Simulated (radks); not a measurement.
The numbers below are computed, except where a source is named.
Q: Excited configurations of I I: one electron is placed in a higher orbital outside [Kr] 4d10 5s2 5p4. The ground configuration is [Kr] 4d10 5s2 5p5. Level of theory: Dirac Kohn-Sham, PBEsol, spin-unpolarised, spherical densities, point nucleus; open shells fill j = l - 1/2 first (a radial shooting solver on a logarithmic mesh with Libxc functionals). Excitation = E - E(ground); binding = E(ion) - E, where the ion is the core of charge +1; n* = 1/sqrt(2 binding) in atomic units, and the quantum defect is n - n*.

outer orbital  excitation (eV)  binding (eV)     n*  quantum defect  eigenvalue (eV)  <r> (bohr)
4f5/2                    9.842         0.903  3.881           0.119           -0.427       17.40
5d3/2                    8.724         2.021  2.594           2.406           -0.611       7.280
5f5/2                   10.121         0.624  4.668           0.332           -0.360       29.42
6p1/2                    8.391         2.355  2.404           3.596           -1.249       8.162
6d3/2                    9.503         1.243  3.309           2.691           -0.658       14.61
6f5/2                   10.294         0.452  5.488           0.512           -0.281       44.05
7s1/2                    9.081         1.665  2.859           4.141           -1.004       13.05
7p1/2                    9.471         1.275  3.267           3.733           -0.750       16.31
7d3/2                    9.961         0.784  4.165           2.835           -0.472       25.40
7f5/2                   10.404         0.341  6.314           0.686           -0.223       61.66

Estimate the row for 6s1/2.

A: excitation (eV) 7.231; binding (eV) 3.515; n* 1.967; quantum defect 4.033; eigenvalue (eV) -1.960; <r> (bohr) 6.107. The Delta-SCF ionisation energy is 10.746 eV (NIST Atomic Spectra Database: 10.451 eV, measured). Self-interaction in the functional shifts the binding energies and quantum defects, so they are the method's values and not measured ones. Spin polarisation and multiplet splitting are left out, so open shells lie too high by an amount that depends on their filling.

Beside tabulated values, note that spin-unpolarised runs miss the spin-polarisation part of the exchange energy of open shells.
